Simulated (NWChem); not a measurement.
The numbers come from NWChem runs, not from measurements. System: H₂BO₂, charge 0, spin multiplicity 2, at a geometry optimised with UB3LYP/def2-SVP. The structure started from a generated list of species. Its SCF solution wasn't tested for a lower state. Level: UHF/def2-TZVPD.

Job file:

```
start mol
memory heap 200 mb stack 900 mb global 1100 mb
geometry units angstroms nocenter noautoz
  O     -1.215865     0.000000    -0.041130
  B      0.000000     0.000000     0.537906
  O      1.215865     0.000000    -0.041130
  H     -1.218406     0.000000    -1.015725
  H      1.218406     0.000000    -1.015725
  symmetry group C2v
end
basis spherical
  * library def2-tzvpd
end
scf
  uhf
  nopen 1
  maxiter 100
  thresh 1e-7
  semidirect memsize 60000000 filesize 0
  # guess.movecs holds the orbitals of an unrestricted PBE0 run
  vectors input guess.movecs output mol.movecs
end
task scf energy
```

Part of the output:

```
             Northwest Computational Chemistry Package (NWChem) 7.3.0
             --------------------------------------------------------

                                NWChem Input Module
                                -------------------

 Scaling coordinates for geometry "geometry" by  1.889725989
 (inverse scale =  0.529177249)

 Turning off AUTOSYM since
 SYMMETRY directive was detected!

                             Geometry "geometry" -> ""
                             -------------------------

 Output coordinates in angstroms (scale by  1.889725989 to convert to a.u.)

  No.       Tag          Charge          X              Y              Z
 ---- ---------------- ---------- -------------- -------------- --------------
    1 O                    8.0000    -1.21586500     0.00000000    -0.04113000
    2 B                    5.0000     0.00000000     0.00000000     0.53790600
    3 O                    8.0000     1.21586500     0.00000000    -0.04113000
    4 H                    1.0000    -1.21840600     0.00000000    -1.01572500
    5 H                    1.0000     1.21840600     0.00000000    -1.01572500

 Effective nuclear repulsion energy (a.u.)      60.1765362262

            Nuclear Dipole moment (a.u.)
            ----------------------------
        X                 Y               Z
 ---------------- ---------------- ----------------
     0.0000000000     0.0000000000    -0.0000000000

      Symmetry information
      --------------------

 Group name             C2v
 Group number             16
 Group order               4
 No. of unique centers     3

      Symmetry unique atoms

     1    2    4


 Summary of "ao basis" -> "" (spherical)
 ------------------------------------------------------------------------------
       Tag                 Description            Shells   Functions and Types
 ---------------- ------------------------------  ------  ---------------------
 *                         def2-tzvpd                 on all atoms

 Summary of "ao basis" -> "ao basis" (spherical)
 ------------------------------------------------------------------------------
[...]
 --------------
 x =   0.00000000 y =   0.00000000 z =   0.10742237

 moments of inertia (a.u.)
 ------------------
          18.475476985344           0.000000000000           0.000000000000
           0.000000000000         198.041789099925           0.000000000000
           0.000000000000           0.000000000000         179.566312114581

  Mulliken analysis of the total density
  --------------------------------------

    Atom       Charge   Shell Charges
 -----------   ------   -------------------------------------------------------
    1 O    8     8.50   0.79  1.18  0.56  0.94  0.28 -0.06  1.87  2.06  0.83  0.03  0.00  0.02 -0.00  0.00
    2 B    5     4.60   0.91  1.07  0.47  0.30  0.20  0.01  0.84  0.53  0.00  0.10  0.12  0.00  0.04
    3 O    8     8.50   0.79  1.18  0.56  0.94  0.28 -0.06  1.87  2.06  0.83  0.03  0.00  0.02 -0.00  0.00
    4 H    1     0.71   0.24  0.34  0.08  0.04  0.00
    5 H    1     0.71   0.24  0.34  0.08  0.04  0.00

  Mulliken analysis of the alpha density
  --------------------------------------

    Atom       Charge   Shell Charges
 -----------   ------   -------------------------------------------------------
    1 O    8     4.22   0.40  0.59  0.28  0.47  0.14 -0.04  0.93  1.02  0.41  0.01  0.00  0.01  0.00  0.00
    2 B    5     2.79   0.46  0.53  0.29  0.20  0.18  0.02  0.54  0.40  0.02  0.05  0.07  0.00  0.02
    3 O    8     4.22   0.40  0.59  0.28  0.47  0.14 -0.04  0.93  1.02  0.41  0.01  0.00  0.01  0.00  0.00
    4 H    1     0.38   0.12  0.18  0.05  0.02  0.00
    5 H    1     0.38   0.12  0.18  0.05  0.02  0.00

   Mulliken analysis of the beta density
   -------------------------------------

    Atom       Charge   Shell Charges
 -----------   ------   -------------------------------------------------------
    1 O    8     4.27   0.40  0.59  0.28  0.47  0.14 -0.02  0.94  1.03  0.42  0.02  0.00  0.01 -0.00  0.00
    2 B    5     1.81   0.45  0.54  0.17  0.10  0.02 -0.00  0.30  0.13 -0.02  0.05  0.05 -0.00  0.02
    3 O    8     4.27   0.40  0.59  0.28  0.47  0.14 -0.02  0.94  1.03  0.42  0.02  0.00  0.01 -0.00  0.00
    4 H    1     0.32   0.11  0.16  0.03  0.02  0.00
    5 H    1     0.32   0.11  0.16  0.03  0.02  0.00

   Mulliken analysis of the spin density
   -------------------------------------

    Atom       Charge   Shell Charges
 -----------   ------   -------------------------------------------------------
    1 O    8    -0.05   0.00 -0.00  0.01  0.00 -0.00 -0.03 -0.01 -0.01 -0.01 -0.00  0.00  0.00  0.00  0.00
    2 B    5     0.99   0.00 -0.01  0.12  0.11  0.15  0.02  0.24  0.28  0.04  0.00  0.03  0.00 -0.00
    3 O    8    -0.05   0.00 -0.00  0.01  0.00 -0.00 -0.03 -0.01 -0.01 -0.01 -0.00  0.00  0.00  0.00  0.00
    4 H    1     0.06   0.01  0.02  0.02 -0.00  0.00
    5 H    1     0.06   0.01  0.02  0.02 -0.00  0.00

       Multipole analysis of the density wrt the origin
       ------------------------------------------------

     L   x y z        total         alpha         beta         nuclear
     -   - - -        -----         -----         ----         -------
     0   0 0 0     -0.000000    -12.000000    -11.000000     23.000000

     1   1 0 0      0.000000     -0.000000      0.000000      0.000000
     1   0 1 0     -0.000000      0.000000     -0.000000      0.000000
     1   0 0 1     -1.280955     -1.664886      0.383930     -0.000000

     2   2 0 0    -15.648204    -55.980168    -54.737872     95.069837
     2   1 1 0      0.000000      0.000000      0.000000      0.000000
     2   1 0 1      0.000000      0.000000      0.000000      0.000000
     2   0 2 0    -13.039115     -7.256428     -5.782687      0.000000
     2   0 1 1     -0.000000      0.000000     -0.000000      0.000000
     2   0 0 2    -10.901109    -15.136629     -8.395962     12.631482

 Task  times  cpu:        6.5s     wall:        6.5s

 Total times  cpu:        6.6s     wall:        6.6s
```
